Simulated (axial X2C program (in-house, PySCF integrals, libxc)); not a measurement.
Nuclear properties of CaN⁻

Computed with an axial X2C code built on PySCF integrals: two-component X2C with atomic mean-field Coulomb and Gaunt terms, Gaussian nuclei, basis Ca dyall-acv3z, N dyall-av3z with contracted cores.

R = 2.151 Å (near the PBE0 minimum at charge -1 of the determinant lowest at the starting distance; the state shown can have its own minimum elsewhere).

Input and command:
```json
{"zs": [20, 7], "q": -1, "bas": ["dyall-acv3z", "dyall-av3z"], "r0": 2.07, "levels": ["PBE0", "HF", "r2SCAN", "BHandHLYP", "B3LYP"], "nst": 3}
```
```bash
python soeom.py task.json out
```

Keys: zs atomic numbers; q charge; bas basis sets; r0 starting distance in Å; levels methods; nst determinants followed.

Determinant lowest in the PBE0 search, Ω = 1 (⟨Sz⟩ = 1.00, ⟨Lz⟩ = 0.00 at PBE0), spin on the atoms Ca 0.02, N 0.98:

```json
{"level": "PBE0", "Eeff magnitude (GV/cm)": "0.0109", "Ws magnitude Ca (kHz)": "0.00344", "A∥/gI Ca (MHz)": "-7.22", "qzz Ca (a.u.)": "-1.10", "A∥/gI N (MHz)": "-91.6", "qzz N (a.u.)": "-1.75"}
{"level": "HF", "Eeff magnitude (GV/cm)": "0.256", "Ws magnitude Ca (kHz)": "0.0971", "A∥/gI Ca (MHz)": "-35.2", "qzz Ca (a.u.)": "-1.13", "A∥/gI N (MHz)": "-47.1", "qzz N (a.u.)": "-1.68"}
{"level": "r2SCAN", "Eeff magnitude (GV/cm)": "0.0139", "Ws magnitude Ca (kHz)": "0.00477", "A∥/gI Ca (MHz)": "3.83", "qzz Ca (a.u.)": "-1.07", "A∥/gI N (MHz)": "-64.6", "qzz N (a.u.)": "-1.74"}
{"level": "BHandHLYP", "Eeff magnitude (GV/cm)": "0.0198", "Ws magnitude Ca (kHz)": "0.00702", "A∥/gI Ca (MHz)": "-15.3", "qzz Ca (a.u.)": "-1.21", "A∥/gI N (MHz)": "-62.5", "qzz N (a.u.)": "-1.78"}
{"level": "B3LYP", "Eeff magnitude (GV/cm)": "0.0146", "Ws magnitude Ca (kHz)": "0.00485", "A∥/gI Ca (MHz)": "-13.2", "qzz Ca (a.u.)": "-1.13", "A∥/gI N (MHz)": "-75.9", "qzz N (a.u.)": "-1.80"}
```

Eeff is the effective electric field on the electron electric dipole moment in this Ω state and Ws the scalar–pseudoscalar constant of the nucleus named (defined with the proton number Z and per Ω); A∥ (defined per Ω) follows by multiplying with gI = μI/(I μN); qzz is the electric field gradient, eQq0 = 234.96 MHz × Q/barn × qzz. The operators were transformed with the bare-nucleus X2C matrices; with these basis sets, hyperfine constants and field gradients can be off by tens of per cent, and where levels differ in sign neither size nor sign is settled.

(1) With Q(43Ca) = -0.0408 barn, gI(14N) = 0.4038, Q(14N) = 0.02044 barn (g factors from the IAEA table of nuclear moments by Stone; Q from Pyykkö, Mol. Phys. 2018), turn the PBE0 values of the first state into constants in MHz.

Each state is one determinant with collinear spin, which with several unpaired electrons need not be a pure state. Unrestricted Hartree–Fock can overshoot spin polarisation at the nuclei. In the state Ω = 1 the sign of Eeff differs between levels (HF against PBE0). For an anion, determinants above electron detachment, or with a positive highest level, are held by the basis set. With several open shells hyperfine constants can be off by a factor of several. Where Eeff spreads by more than a factor of two the levels disagree and none is to be relied on. Open-shell Ω = 0 determinants with evenly filled partner blocks cannot be reached by this program, so the Ω shown need not be the lowest component. At B3LYP a later determinant lies lower. States lie within half an eV, so the first need not be the ground state. The sign of Ws at Ca differs between levels in the first state. Further determinants of the search, some of them spin-mixed, are not shown. Where a field gradient or hyperfine factor spreads by more than a factor of two over the levels, a constant derived from it is not to be relied on.

Answers

(1) eQq0(43Ca) = 234.96 × (-0.0408) × (-1.10) = 10.5 MHz; A∥(14N) = -91.6 × 0.4038 = -37 MHz; eQq0(14N) = 234.96 × (0.02044) × (-1.75) = -8.4 MHz.
